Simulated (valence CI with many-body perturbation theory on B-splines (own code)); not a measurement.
Hf LXVI: magnetic and hyperfine properties of the levels

Computed by valence CI with perturbative core correlation (CI+MBPT): five valence electrons over a frozen Dirac-Fock core [He], a basis of 11 s, 11 p, 10 d, 8 f, 5 g, 2 h functions for each j, with the one-electron correlation potential Σ1, the two-electron term Σ2, the three-electron term Σ3, Breit, model QED; selected CI, second order for the rest, scaled by the run's own slope (own B-spline code, finite nucleus).

The last digits are not significant, and no measured levels were compared; by estimate large intervals hold to a few tenths of a per cent, small ones and those within an open d or f shell to about a per cent. Among the levels kept, up to 7400 cm⁻¹ of a level comes from second order outside the variational space, and about a tenth of that is noise between levels of different J, which matters for small intervals.

A/g_I is the dipole constant over the nuclear g factor μ/I (μ in nuclear magnetons, uniformly magnetised nucleus), B/Q the quadrupole constant per barn. Both hold the static response of the core; the bare values leave it out. Large factors of s and p1/2 electrons are usually good to 5 to 10 %; those of open d and f shells near neutrality can be off by tens of per cent, and small factors of p3/2, d and f electrons come from cancelling terms and can be off by a factor of two or in sign, in half-filled shells by more. B is blank for J = 1/2, where it vanishes, and for nearly pure S terms. Energies count from the lowest level.

Levels are named by their leading jj configuration (3d3/2^4 stands for four electrons in 3d with j = 3/2), which in mixed levels can hold well under half, so a name can repeat and another be missing. Letters in brackets count levels of one name in rising energy.

```tsv
Level	E (eV)	g	A/g_I (MHz)	A/g_I bare	B/Q (MHz/b)	B/Q bare
(2s^2 2p1/2^2 2p3/2) J=3/2	0	1.316	747000	764000	1450000	1450000
(2s^2 2p1/2 2p3/2^2) J=3/2	1221	1.435	-404000	-379000	83100	83200
(2s^2 2p1/2 2p3/2^2) J=5/2	1244	1.164	1930000	1940000	-4350	-4350
(2s^2 2p1/2 2p3/2^2) J=1/2	1294	0.619	6600000	6570000		
(2s 2p1/2^2 2p3/2^2) J=5/2	1553	1.445	4610000	4590000	195000	195000
(2s 2p1/2^2 2p3/2^2) J=1/2	1655	2.001	2.01e+07	1.98e+07		
(2s 2p1/2^2 2p3/2^2) J=3/2	1656	1.171	-3120000	-3050000	-167000	-167000
(2s^2 2p3/2^3) J=3/2	2518	1.286	774000	789000	-1540000	-1540000
(2s 2p1/2 2p3/2^3) J=3/2 [a]	2801	1.585	4670000	4650000	-1170000	-1170000
(2s 2p1/2 2p3/2^3) J=5/2	2841	1.282	5820000	5780000	-1690000	-1690000
(2s 2p1/2 2p3/2^3) J=1/2	2903	1.349	-7600000	-7470000		
(2s 2p1/2 2p3/2^3) J=3/2 [b]	2912	1.010	166000	202000	-465000	-466000
(2p1/2^2 2p3/2^3) J=3/2	3278	1.300	723000	756000	-1490000	-1490000
(2s 2p3/2^4) J=1/2	4142	1.873	2.02e+07	2.00e+07		
(2p1/2 2p3/2^4) J=1/2	4528	0.619	6620000	6580000		
(2s^2 2p1/2^2 3s) J=1/2	8332	1.992	5770000	5720000		
(2s^2 2p1/2^2 3p1/2) J=1/2	8433	0.646	1940000	1940000		
(2s^2 2p1/2^2 3p3/2) J=3/2	8809	1.322	219000	225000	435000	436000
(2s^2 2p1/2^2 3d3/2) J=3/2	8897	0.783	128000	128000	75800	76400
(2s^2 2p1/2^2 3d5/2) J=5/2	9003	1.188	45700	45800	72900	73600
(2s^2 2p1/2 2p3/2 3s) J=3/2 [a]	9568	1.654	1250000	1250000	945000	947000
(2s^2 2p1/2 2p3/2 3s) J=1/2	9578	1.294	-2860000	-2800000		
(2s^2 2p1/2 2p3/2 3s) J=5/2	9587	1.307	2950000	2940000	1420000	1420000
(2s^2 2p1/2 2p3/2 3s) J=3/2 [b]	9594	0.954	1740000	1760000	838000	839000
(2s^2 2p1/2 2p3/2 3p1/2) J=1/2	9667	1.729	-1590000	-1550000		
(2s^2 2p1/2 2p3/2 3p1/2) J=3/2 [a]	9673	1.127	1330000	1340000	296000	297000
(2s^2 2p1/2 2p3/2 3p1/2) J=5/2	9687	1.044	2180000	2190000	1410000	1410000
(2s^2 2p1/2 2p3/2 3p1/2) J=3/2 [b]	9727	1.305	1150000	1170000	1450000	1450000
(2s 2p1/2^2 2p3/2 3s) J=5/2	9858	1.591	5560000	5530000	1470000	1470000
(2s 2p1/2^2 2p3/2 3s) J=3/2 [a]	9887	1.428	6280000	6240000	798000	800000
(2s 2p1/2^2 2p3/2 3s) J=1/2	9950	0.839	-7130000	-7000000		
(2s 2p1/2^2 2p3/2 3s) J=3/2 [b]	9960	1.368	-1570000	-1530000	1080000	1080000
(2s 2p1/2^2 2p3/2 3p1/2) J=3/2 [a]	9969	1.664	6350000	6310000	1010000	1010000
(2s 2p1/2^2 2p3/2 3p1/2) J=5/2	9970	1.332	4840000	4810000	1430000	1430000
(2s^2 2p1/2 2p3/2 3p3/2) J=5/2 [a]	10035	1.407	-286000	-270000	1530000	1530000
(2s^2 2p1/2 2p3/2 3p3/2) J=1/2 [a]	10040	1.535	-1700000	-1680000		
(2s^2 2p1/2 2p3/2 3p3/2) J=3/2 [a]	10044	1.133	2070000	2070000	-937000	-938000
(2s^2 2p1/2 2p3/2 3p3/2) J=7/2	10051	1.216	1370000	1380000	1870000	1870000
(2s 2p1/2^2 2p3/2 3p1/2) J=1/2	10053	1.252	-6020000	-5910000		
(2s 2p1/2^2 2p3/2 3p1/2) J=3/2 [b]	10054	0.960	-2120000	-2060000	853000	855000
```

(1) Take the isotope of mass number 179, with I = 9/2, μ = -0.6389 μN and Q = 3.79 b. What is the hyperfine structure of (2s^2 2p1/2 2p3/2^2) J=5/2?

Results:

(1) From the table A = -274000 MHz, B = -16500 MHz. Shifts from the centre of gravity in MHz: F = 2: 3760000, F = 3: 2940000, F = 4: 1850000, F = 5: 484000, F = 6: -1160000, F = 7: -3090000.
